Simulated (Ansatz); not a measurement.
Kohn–Sham single points on C$_{2}$H$_{6}$FNSn (`C=C(F)[NH][SnH3]`).

```yaml
crystal:
  periodic: [false, false, false]
  atoms:
    - {symbol: C, position_ang: [-1.283268, 1.864739, 0.253468]}
    - {symbol: C, position_ang: [-0.425847, 0.849255, 0.321148]}
    - {symbol: F, position_ang: [0.304249, 0.680144, 1.446334]}
    - {symbol: N, position_ang: [-0.109586, -0.117775, -0.576790]}
    - {symbol: Sn, position_ang: [1.146056, -1.667842, -0.156976]}
    - {symbol: H, position_ang: [-1.880716, 2.019116, -0.632734]}
    - {symbol: H, position_ang: [-1.380858, 2.542921, 1.086701]}
    - {symbol: H, position_ang: [-0.624126, -0.076062, -1.440065]}
    - {symbol: H, position_ang: [1.088722, -2.571630, -1.600396]}
    - {symbol: H, position_ang: [2.697049, -1.041915, 0.148807]}
    - {symbol: H, position_ang: [0.533723, -2.537949, 1.171103]}
basis:
  gaussian: {orbitals: def2-TZVPP}
hamiltonian: {xc: {name: B3LYP}, dispersion: d4}
output: {forces: true, orbitals: {seedname: orbitals}}
```

```sh
$ ansatz run in.yaml --threads 4 --pin off --events-out ev --progress --plain --max-ram 10444MiB
```

Output, abridged:

```
Functional definition: B3LYP
1457 factors; their error is unknown
mean field evaluation 1: about -12203.4776 eV, gradient 7.2e1 eV
mean field evaluation 2: about -12186.6423 eV, gradient 1.0e2 eV
mean field evaluation 4: about -12213.6394 eV, gradient 1.1e1 eV
mean field evaluation 8: about -12213.8945 eV, gradient 2.2e-1 eV
mean field evaluation 16: about -12213.9617 eV, gradient 4.8e-4 eV
mean field -12213.96165475 eV, -448.8548118916 hartree, gradient 2.3e-5 eV, S^2 0.000000; 0 other end points of the search recorded, 0 dependent functions left out
reference -12213.96196197 eV, -448.8548231818 hartree; 28, 28 occupied and 230, 230 virtual orbitals, 1457 factors
Total energy: -12214.33569671 eV, -448.8685576798 hartree
Atom 0 at    -1.283268     1.864739     0.253468 Å, force    -0.095331     0.121257     0.005112 eV/Å
Atom 1 at    -0.425847     0.849255     0.321148 Å, force    -0.233018     0.161645    -0.202247 eV/Å
Atom 2 at     0.304249     0.680144     1.446334 Å, force     0.234651    -0.033166     0.390851 eV/Å
Atom 3 at    -0.109586    -0.117775    -0.576790 Å, force    -0.109157     0.027107    -0.207178 eV/Å
Atom 4 at     1.146056    -1.667842    -0.156976 Å, force     0.141618    -0.188443     0.023096 eV/Å
Atom 5 at    -1.880716     2.019116    -0.632734 Å, force     0.031868     0.000054     0.060098 eV/Å
Atom 6 at    -1.380858     2.542921     1.086701 Å, force    -0.008172    -0.032352    -0.063328 eV/Å
Atom 7 at    -0.624126    -0.076062    -1.440065 Å, force     0.005299    -0.013476    -0.014581 eV/Å
Atom 8 at     1.088722    -2.571630    -1.600396 Å, force    -0.001588    -0.030750    -0.049100 eV/Å
Atom 9 at     2.697049    -1.041915     0.148807 Å, force     0.053954     0.019880     0.010703 eV/Å
Atom 10 at     0.533723    -2.537949     1.171103 Å, force    -0.020126    -0.031757     0.046573 eV/Å
Dipole moment:     0.073088    -0.365348    -0.336893 e Å
```

It took 5.5 s on 4 threads of an Arm Neoverse V1 on a shared host, with 0.74 GiB of host memory at the peak.

The same input with `hamiltonian: {xc: {name: wB97X-V}}` and no forces (abridged; 9.5 s):

```
Functional definition: wB97X-V
mean field evaluation 16: about -12209.3299 eV, gradient 1.2e-4 eV
mean field -12209.32985506 eV, -448.6845963926 hartree, gradient 3.8e-5 eV, S^2 0.000000
Total energy: -12209.32985248 eV, -448.6845962976 hartree
```

B3LYP takes the VWN-RPA correlation (the form of Gaussian; ORCA's B3LYP/G).
